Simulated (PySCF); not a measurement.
SiHBr3, SMILES Br[SiH](Br)Br. Coordinates come from a ωB97X-D3(BJ)/def2-SVP optimisation.

Level of theory: ωB97X-D3(BJ)/def2-SVP in PySCF.

Harmonic wavenumbers (cm⁻¹): 108, 108, 169, 381, 507, 507, 792, 792, 2334. Rotational constants (GHz): 0.9501, 0.9501, 0.4917; symmetry number 3.

Problem. Work out the zero-point energy and the ideal-gas rigid-rotor harmonic-oscillator thermochemistry at 298.15 K and 1 atm.

Solution. ZPE = ½ Σ hcν = ½ × 5697 cm⁻¹ = 8.14 kcal/mol. H − E(el) = 12.38 kcal/mol. Entropy in cal/(mol K): translation 42.67, rotation 28.78, vibration 11.81, total 83.25. G − E(el) = -12.44 kcal/mol. Cp = 19.03 cal/(mol K). Modes under 150 cm⁻¹ make the vibrational entropy uncertain.
